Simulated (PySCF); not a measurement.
## Spin states and ions at one geometry of [Lu(H2O)]3+

PySCF 2.14.0, RKS B3LYP, Lu def2-SVP with ECP28, O def2-SVP, H def2-SVP; non-relativistic Hamiltonian with scalar-relativistic core potentials where named; density fitting; no spin-orbit coupling; singlets restricted, open shells unrestricted. The geometry is relaxed for charge +3, singlet, vacuum:

```xyz
4

Lu    0.0000    0.0000   -0.0221
O     0.0000    0.0000    2.0576
H     0.7875    0.0000    2.6922
H    -0.7875    0.0000    2.6922
```

Energies count from the relaxed state; an electron taken off or put on is at rest in vacuum. Charges and spins are Mulliken's.

| state | energy (eV) | spin squared | charge on Lu1 (e) | spin on Lu1 (e) | dipole about the centre of mass (D) |
| --- | --- | --- | --- | --- | --- |
| charge +3, singlet, vacuum | 0.00 | 0.00 | 2.55 | 0.00 | 3.80 |
| charge +3, triplet, vacuum | 7.84 | 2.00 | 1.94 | 1.05 | 10.77 |
| charge +4, doublet, vacuum | 32.31 | 0.75 | 2.84 | 0.00 | 11.08 |

Problem. What does the state charge +2, doublet, vacuum give?

Solution. energy (eV) -19.10, spin squared 0.75, charge on Lu1 (e) 1.64, spin on Lu1 (e) 1.00, dipole about the centre of mass (D) 3.89.

With an electron taken off (doublet) the charges change, summed by element, by Lu +0.29 e, O +0.52 e, H +0.19 e. The vertical ionisation energy is 32.31 eV, against −ε(HOMO) = 28.65 eV of the relaxed state. The level lies 3.7 eV too high, as is usual for semilocal functionals and global hybrids, which keep a self-interaction error.

With an electron put on (doublet) the charges change, summed by element, by Lu -0.90 e, O +0.00 e, H -0.10 e. The vertical electron affinity is 19.10 eV, against −ε(LUMO) = 21.64 eV of the relaxed state.

Open shells may have lower solutions than those found.
